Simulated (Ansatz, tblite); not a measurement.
Forces on the cluster Ti2O4⁻ at its PBE-D4/def2-SVPD geometry. The state is a doublet with charge -1.

The xTB rows come from tblite. The structure holds 1 bond(s) between oxygen atoms. At PBE-D4/def2-TZVPD the charge -1 doublet is spin-contaminated (final ⟨S²⟩ up to 0.90, 0.75 for a pure state). At PBE-D4/def2-TZVPD the highest occupied level of the charge -1 doublet lies above zero (up to 0.24 eV). The electron is either unbound and held by the finite basis, or the level is raised by self-interaction error. Another isomer (doublet) lies 5.21 eV lower at PBE0-D4/def2-TZVPD; other spin states weren't run for this one.

GFN1-xTB (tblite), largest force 3.11 eV/Å:

```xyz
6
positions Å, forces eV/Å
Ti   -0.611    0.730   -0.100    0.168   -1.786    0.685
Ti    2.051   -0.251   -0.276   -2.811   -0.825    1.030
O    -2.162   -0.193   -0.526    0.843    2.211    0.756
O    -2.446    1.121    0.073    1.748   -1.480   -0.864
O     2.277   -1.875   -0.128    0.503    1.122   -0.573
O     0.891    0.470    0.957   -0.451    0.758   -1.034
```

GFN2-xTB (tblite), largest force 1.87 eV/Å:

```
Ti -0.382 -1.440 0.946
Ti -1.668 -0.502 0.690
O 0.486 1.483 0.309
O 1.461 -0.926 -0.675
O 0.444 0.395 -0.523
O -0.341 0.989 -0.747
```

PBE-D4/def2-TZVPD (Ansatz), largest force 0.17 eV/Å:

```
Ti -0.067 0.027 -0.042
Ti 0.038 0.122 -0.069
O 0.008 -0.074 -0.039
O -0.008 0.075 0.049
O 0.041 -0.164 0.024
O -0.013 0.012 0.078
```
